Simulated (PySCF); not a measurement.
Al: script and output

File input.py (PySCF 2.14):

```python
from pyscf import gto, scf

mol = gto.M(
    atom='Al 0 0 0',
    basis='jorge-tzp-dkh',
    charge=0,
    spin=1,
    verbose=4,
)
mf = scf.ROHF(mol)
mf = mf.sfx2c1e()
mf.kernel()
mf.analyze()
print('orbital energies (hartree):', mf.mo_energy[..., max(0, mol.nelec[1]-3):mol.nelec[0]+3].round(4))
```

```bash
$ OMP_NUM_THREADS=1 python input.py
```

The log (some set-up lines and the per-cycle HOMO/LUMO lines with their warnings removed):

```
PySCF version 2.14.0

[INPUT] Symbol           X                Y                Z      unit          X                Y                Z       unit  Magmom
[INPUT]  1 Al     0.000000000000   0.000000000000   0.000000000000 AA    0.000000000000   0.000000000000   0.000000000000 Bohr   0.0

nuclear repulsion = 0
number of shells = 16
number of NR pGTOs = 60
number of NR cGTOs = 40
basis = jorge-tzp-dkh
ecp = {}

******** <class 'pyscf.x2c.sfx2c1e.sfX2C1eROHF'> ********
method = sfX2C1eROHF
initial guess = minao
damping factor = 0
level_shift factor = 0
DIIS = <class 'pyscf.scf.diis.CDIIS'>
SCF conv_tol = 1e-09
SCF max_cycles = 50
num. doubly occ = 6  num. singly occ = 1

******** <class 'pyscf.x2c.sfx2c1e.SpinFreeX2CHelper'> ********
approx = 1e
xuncontract = 1
init E= -242.188021361155

cycle= 1 E= -242.297403248841  delta_E= -0.109  |g|= 0.0641  |ddm|= 0.643
cycle= 2 E= -242.307367870228  delta_E= -0.00996  |g|= 0.0275  |ddm|= 0.337
cycle= 3 E= -242.308094467125  delta_E= -0.000727  |g|= 0.01  |ddm|= 0.0681
cycle= 4 E= -242.308286461553  delta_E= -0.000192  |g|= 0.00299  |ddm|= 0.0483
cycle= 5 E= -242.30829716127  delta_E= -1.07e-05  |g|= 0.000257  |ddm|= 0.014
cycle= 6 E= -242.308297214809  delta_E= -5.35e-08  |g|= 1.69e-05  |ddm|= 0.00104
cycle= 7 E= -242.308297215043  delta_E= -2.34e-10  |g|= 1.99e-06  |ddm|= 7.65e-05
Extra cycle  E= -242.308297215056  delta_E= -1.29e-11  |g|= 8.09e-07  |ddm|= 1.27e-05
converged SCF energy = -242.308297215056
**** SCF Summaries ****
Total Energy =                        -242.308297215056285
Nuclear Repulsion Energy =               0.000000000000000
One-electron Energy =                 -337.231531121919488
Two-electron Energy =                   94.923233906863203
Two-electron Coulomb Energy =          113.057942848946979
DFT Exchange-Correlation Energy =      -18.134708942083776
**** MO energy ****
                Roothaan           | alpha              | beta
MO #1   energy= -58.6191980464681  | -58.6206103640065  | -58.6177857289296  occ= 2
MO #2   energy= -4.92749908957113  | -4.92933720832645  | -4.92566097081595  occ= 2
MO #3   energy= -3.21620692918217  | -3.21699329483198  | -3.21542056353231  occ= 2
MO #4   energy= -3.2162069291761   | -3.21699329482593  | -3.21542056352626  occ= 2
MO #5   energy= -3.21533176733062  | -3.22331891486629  | -3.2073446196836   occ= 2
MO #6   energy= -0.393494500772867 | -0.424955419000521 | -0.362033582545166 occ= 2
MO #7   energy= -0.0660941756067004 | -0.209202330380934 | 0.0770146985904115 occ= 1
MO #8   energy= 0.0238841167107966 | 0.0174263109745276 | 0.0303419224470195 occ= 0
MO #9   energy= 0.0238841167311973 | 0.0174263109947764 | 0.0303419224675583 occ= 0
MO #10  energy= 0.203444473873234  | 0.18724743608775   | 0.219640799790217  occ= 0
[30 lines left out]
 ** Mulliken pop on meta-lowdin orthogonal AOs  **
 ** Mulliken pop  **
pop of  0 Al 1s           2.00000
pop of  0 Al 2s           1.99999
pop of  0 Al 3s           1.99826
pop of  0 Al 4s           0.00151
pop of  0 Al 5s           0.00002
pop of  0 Al 6s           0.00007
pop of  0 Al 7s           0.00004
pop of  0 Al 8s           0.00000
pop of  0 Al 2px          1.99999
pop of  0 Al 2py          1.99999
pop of  0 Al 2pz          1.99999
pop of  0 Al 3px          0.56547
[28 lines left out]
 ** Mulliken atomic charges  **
charge of    0Al =     -0.00000
Dipole moment(X, Y, Z, Debye): -0.00000, -0.00000,  0.00000
orbital energies (hartree): [-3.2162 -3.2153 -0.3935 -0.0661  0.0239  0.0239  0.2034]
```

In short: E(SCF) = -242.308297 Eh, 7 cycles.

Hardware: AMD EPYC 9R45 96-Core, 1 thread, shared host. Wall time 0.62 s.

No search for the lowest solution was made.
